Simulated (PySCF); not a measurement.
C5H4F3O (doublet state).
Structure used (GFN2-xTB), in Å, numbered top down from 1:
```
atom  x, y, z in Å
C1    -0.7369   -3.1073   -0.1895
C2    -0.3934   -1.9237    0.2843
O3    -0.2632   -0.8511   -0.5690
C4     0.0796    0.3460   -0.1402
F5     0.2675    0.4502    1.2199
C6     0.2351    1.4022   -0.8970
C7     0.6020    2.7993   -0.7696
F8    -0.3343    3.6417   -1.2713
F9     1.7579    3.1054   -1.4101
H10   -0.8409   -3.9479    0.4686
H11   -0.9202   -3.2571   -1.2379
H12   -0.2017   -1.7351    1.3317
H13    0.7442    3.0780    0.3011
```

The hyperfine couplings belong to this conformer and change with its torsions.

As a line formula: `C=CO/C(F)=[C]/C(F)F` [radical].

Method used: PySCF, UKS B3LYP, pcH-1 on C F H O, non-relativistic, mean-field spin-orbit, GIAO. Isolated species at its GFN2-xTB geometry (one conformer only). The geometry wasn't refined by DFT: couplings that depend on bond lengths, twists or pyramidal angles can differ widely from those at the functional's own minimum. The SCF solution wasn't tested for stability.

Principal values of hyperfine tensors in MHz (contact and dipolar terms together), for some of the nuclei:

| atom | isotope | A1 | A2 | A3 |
| --- | --- | --- | --- | --- |
| C6 | 13C | 220.85 | 240.40 | 446.18 |
| F5 | 19F | 59.14 | 96.71 | 428.35 |
| H13 | 1H | 110.02 | 116.86 | 124.26 |
| F8 | 19F | 27.57 | 39.48 | 77.25 |
| F9 | 19F | 21.86 | 36.01 | 66.28 |
| O3 | 17O | -29.54 | -24.50 | -18.52 |
| C4 | 13C | -3.92 | 17.70 | 32.49 |
| C2 | 13C | 5.01 | 6.13 | 7.30 |

**Question.** Split each tensor into its isotropic and traceless parts, and turn a_iso into mT with g = 2.0021.

**Answer.** a_iso is a third of the trace, T = A − a_iso, and a(mT) = a(MHz)/(g × 13.996).

| atom | a_iso (MHz) | a_iso (mT) | T1 | T2 | T3 |
| --- | --- | --- | --- | --- | --- |
| C6 | 302.47 | 10.794 | -81.63 | -62.07 | 143.70 |
| F5 | 194.74 | 6.949 | -135.59 | -98.02 | 233.62 |
| H13 | 117.04 | 4.177 | -7.03 | -0.19 | 7.22 |
| F8 | 48.10 | 1.717 | -20.53 | -8.62 | 29.15 |
| F9 | 41.38 | 1.477 | -19.53 | -5.37 | 24.90 |
| O3 | -24.18 | -0.863 | -5.35 | -0.31 | 5.66 |
| C4 | 15.42 | 0.550 | -19.34 | 2.28 | 17.07 |
| C2 | 6.15 | 0.219 | -1.14 | -0.02 | 1.15 |

**Question.** What spin density at the nucleus of F8 lies behind its contact coupling (g_N = 5.25774)?

**Answer.** a_FC = 800.24 MHz bohr³ × g_N × ρ(0)/(2S). With a_FC = 48.10 MHz and 2S = 1, ρ(0) = 0.01143 bohr⁻³.

**Question.** C7 (13C, g_N = 1.40482) isn't in the table. Its spin density at the nucleus is -0.02619 bohr⁻³. What is its contact coupling?

**Answer.** By the same relation, a_FC = -29.4 MHz. Its full tensor has the principal values -36.28, -34.70, -17.35 MHz.

**Question.** Which nucleus of the table has the largest anisotropic coupling, and what is its form?

**Answer.** F5: -135.6, -98.0, 233.6 MHz, rhombic: the two smaller values differ by 16 % of the largest.

**Question.** What first-order splitting does H13 cause when the field lies along A1, A2 or A3 of its tensor (g taken as isotropic, no quadrupole term)?

**Answer.** 2 lines (I = 1/2), spaced by |A_i|/(g × 13.996): 3.93, 4.17, 4.43 mT along the axes of A1, A2 and A3.
